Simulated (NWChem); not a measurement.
System: CH₅AlO₃; SMILES C[O][Al]([OH])[OH]

Here is an NWChem input.

```
start job
memory heap 200 mb stack 900 mb global 1100 mb
geometry units angstroms noautosym nocenter noautoz
  Al     0.054335     0.497121     0.000000
  O      1.205997     1.741613     0.000000
  H      2.151343     1.585357     0.000000
  O     -1.598790     0.870895     0.000000
  H     -1.939801     1.766126     0.000000
  O      0.553912    -1.114366     0.000000
  C     -0.024010    -2.376593     0.000000
  H      0.292721    -2.951754    -0.888903
  H      0.292721    -2.951754     0.888903
  H     -1.129349    -2.346931     0.000000
end
basis spherical
  * library def2-svp
end
dft
  xc b3lyp
  iterations 150
  mulliken
end
task dft energy
esp
  recalculate
  probe 0.07
  range 0.3
  factor 1.0
  spacing 0.02
end
task esp
```

NWChem printed, in part:

```
             Northwest Computational Chemistry Package (NWChem) 7.3.0
             --------------------------------------------------------

                             Geometry "geometry" -> ""
                             -------------------------

 Output coordinates in angstroms (scale by  1.889725989 to convert to a.u.)

  No.       Tag          Charge          X              Y              Z
 ---- ---------------- ---------- -------------- -------------- --------------
    1 Al                  13.0000     0.05433500     0.49712100     0.00000000
    2 O                    8.0000     1.20599700     1.74161300     0.00000000
    3 H                    1.0000     2.15134300     1.58535700     0.00000000
    4 O                    8.0000    -1.59879000     0.87089500     0.00000000
    5 H                    1.0000    -1.93980100     1.76612600     0.00000000
    6 O                    8.0000     0.55391200    -1.11436600     0.00000000
    7 C                    6.0000    -0.02401000    -2.37659300     0.00000000
    8 H                    1.0000     0.29272100    -2.95175400    -0.88890300
    9 H                    1.0000     0.29272100    -2.95175400     0.88890300
   10 H                    1.0000    -1.12934900    -2.34693100     0.00000000

 Effective nuclear repulsion energy (a.u.)     227.1784516602

                                 NWChem DFT Module
                                 -----------------

 Summary of "ao basis" -> "ao basis" (spherical)
 ------------------------------------------------------------------------------
       Tag                 Description            Shells   Functions and Types
 ---------------- ------------------------------  ------  ---------------------
 Al                         def2-svp                 8       18   4s3p1d
 O                          def2-svp                 6       14   3s2p1d
 H                          def2-svp                 3        5   2s1p
 C                          def2-svp                 6       14   3s2p1d

            General Information
            -------------------
          SCF calculation type: DFT
          Wavefunction type:  closed shell.
          No. of atoms     :    10
          No. of electrons :    48
           Alpha electrons :    24
            Beta electrons :    24
          Charge           :     0
          Spin multiplicity:     1
          Use of symmetry is: off; symmetry adaption is: off
          Maximum number of iterations: 150
          AO basis - number of functions:    99
                     number of shells:    47
          Convergence on energy requested:  1.00D-06
          Convergence on density requested:  1.00D-05
          Convergence on gradient requested:  5.00D-04

              XC Information
              --------------
                         B3LYP Method XC Potential
                     Hartree-Fock (Exact) Exchange  0.200
                        Slater Exchange Functional  0.800 local
                    Becke 1988 Exchange Functional  0.720 non-local
              Lee-Yang-Parr Correlation Functional  0.810
                  VWN I RPA Correlation Functional  0.190 local

             Grid Information
             ----------------
          Grid used for XC integration:  medium
          Radial quadrature: Mura-Knowles
          Angular quadrature: Lebedev.
          Tag              B.-S. Rad. Rad. Pts. Rad. Cut. Ang. Pts.
          ---              ---------- --------- --------- ---------
          Al                  1.25       88          10.0       590
          O                   0.60       49          12.0       434
          H                   0.35       45          13.0       434
          C                   0.70       49          11.0       434
          Grid pruning is: on
          Number of quadrature shells:   509
          Spatial weights used:  Erf1

      Superposition of Atomic Density Guess
      -------------------------------------

 Sum of atomic energies:        -505.98608439

      Non-variational initial energy
      ------------------------------

 Total energy =    -507.554230
 1-e energy   =   -1149.627693
 2-e energy   =     414.895011
 HOMO         =      -0.390878
 LUMO         =      -0.053546

     ---------------------------------------------
      Total Density - Mulliken Population Analysis
     ---------------------------------------------

    Atom       Charge   Shell Charges
 -----------   ------   -------------------------------------------------------
    1 Al  13    11.44   2.00  1.99  0.50  0.02  5.93  0.51  0.19  0.28
    2 O    8     8.86   1.99  1.10  0.64  3.14  1.99  0.00
    3 H    1     0.65   0.52  0.07  0.06
    4 O    8     8.86   1.99  1.10  0.64  3.14  1.99  0.00
    5 H    1     0.65   0.52  0.07  0.06
    6 O    8     8.89   1.99  1.09  0.67  3.11  2.02  0.01
    7 C    6     5.85   1.99  0.91  0.22  1.84  0.84  0.05
    8 H    1     0.93   0.69  0.22  0.02
    9 H    1     0.93   0.69  0.22  0.02
   10 H    1     0.93   0.69  0.22  0.02

   convergence    iter        energy       DeltaE   RMS-Dens  Diis-err
 ---------------- ----- ----------------- --------- --------- ---------
 d= 0,ls=0.0,diis     1   -508.9729753606 -7.36D+02  1.47D-02  1.21D+00
 d= 0,ls=0.0,diis     2   -508.8685485354  1.04D-01  8.07D-03  2.52D+00
 d= 0,ls=0.0,diis     3   -509.1039321466 -2.35D-01  8.02D-04  1.79D-02
 d= 0,ls=0.0,diis     4   -509.1054997880 -1.57D-03  2.78D-04  1.21D-03
 d= 0,ls=0.0,diis     5   -509.1056208266 -1.21D-04  8.50D-05  1.99D-04
  Resetting Diis
 d= 0,ls=0.0,diis     6   -509.1056444115 -2.36D-05  1.50D-05  3.86D-06
 d= 0,ls=0.0,diis     7   -509.1056446193 -2.08D-07  1.69D-05  1.73D-06
 d= 0,ls=0.0,diis     8   -509.1056442975  3.22D-07  1.06D-05  5.15D-06
 d= 0,ls=0.0,diis     9   -509.1056447862 -4.89D-07  6.19D-07  7.26D-09

         Total DFT energy =     -509.105644786178
      One electron energy =    -1155.537318335336
           Coulomb energy =      471.182604782874
    Exchange-Corr. energy =      -51.929382893867
 Nuclear repulsion energy =      227.178451660152

 Numeric. integr. density =       48.000004473425

                       DFT Final Molecular Orbital Analysis
                       ------------------------------------

 Vector   22  Occ=2.000000D+00  E=-3.040555D-01
              MO Center= -2.5D-01,  1.3D+00, -5.0D-09, r^2= 2.7D+00
   Bfn.  Coefficient  Atom+Function         Bfn.  Coefficient  Atom+Function
  ----- ------------  ---------------      ----- ------------  ---------------
    43     -0.450059   4 O  pz               24      0.430024   2 O  pz
    46     -0.349997   4 O  pz               27      0.335891   2 O  pz
    17     -0.078910   1 Al d  1

 Vector   23  Occ=2.000000D+00  E=-2.862286D-01
              MO Center=  2.5D-01, -1.5D+00,  9.1D-10, r^2= 1.8D+00
   Bfn.  Coefficient  Atom+Function         Bfn.  Coefficient  Atom+Function
  ----- ------------  ---------------      ----- ------------  ---------------
    60      0.510807   6 O  px               63      0.379710   6 O  px
    95      0.260357  10 H  s                74     -0.218861   7 C  px
    96      0.190752  10 H  s                 3     -0.142767   1 Al s
    61     -0.130014   6 O  py               85     -0.121233   8 H  s
    90     -0.121233   9 H  s                59      0.100245   6 O  s

 Vector   24  Occ=2.000000D+00  E=-2.764213D-01
              MO Center=  3.9D-01, -1.3D+00, -2.6D-09, r^2= 2.3D+00
   Bfn.  Coefficient  Atom+Function         Bfn.  Coefficient  Atom+Function
  ----- ------------  ---------------      ----- ------------  ---------------
    62      0.523054   6 O  pz               65      0.409386   6 O  pz
    85      0.210576   8 H  s                90     -0.210576   9 H  s
    76     -0.202445   7 C  pz               86      0.143868   8 H  s
    91     -0.143868   9 H  s                24     -0.132375   2 O  pz
    43     -0.124640   4 O  pz               27     -0.107383   2 O  pz

[...]

                     NWChem Electrostatic Potential Fit Module
                     -----------------------------------------

 Atom parameters

 Number of atoms is                                   10
 Number of basis functions is                         99

 Grid parameters

 Maximum number of grid points is                  42515
 Number of grid points is                          42514
 Grid range                                     0.300000 nm
 Grid spacing                                   0.020000 nm
 Probe radius                                   0.070000 nm
 Atom radius factor                             1.000000

 Atomic radii

    1    0.100000
    6    0.147000
    8    0.136000
   13    0.195000
 FASTESP  F
  using M.O. file = ./job.movecs

    Atom              Coordinates                           Charge

                                                  ESP

    1 Al    0.005434    0.049712    0.000000    1.231824
    2 O     0.120600    0.174161    0.000000   -0.829944
    3 H     0.215134    0.158536    0.000000    0.401640
    4 O    -0.159879    0.087090    0.000000   -0.795137
    5 H    -0.193980    0.176613    0.000000    0.398723
    6 O     0.055391   -0.111437    0.000000   -0.681642
    7 C    -0.002401   -0.237659    0.000000    0.437504
    8 H     0.029272   -0.295175   -0.088890   -0.054110
    9 H     0.029272   -0.295175    0.088890   -0.054392
   10 H    -0.112935   -0.234693    0.000000   -0.054466
                                            ------------
                                                0.000000

 Dipole moment                                  0.135210

 Quadrupole moment Qxx                         -0.301641
                   Qyy                         -0.306809
                   Qzz                          0.608450

 RMS deviation kJ/mol                           0.050499

 RRMS %                                        26.094512
```

Level: B3LYP/def2-SVP. Structure relaxed at the PBE0/def2-SVP level. B3LYP is NWChem's, with the RPA form of VWN correlation.
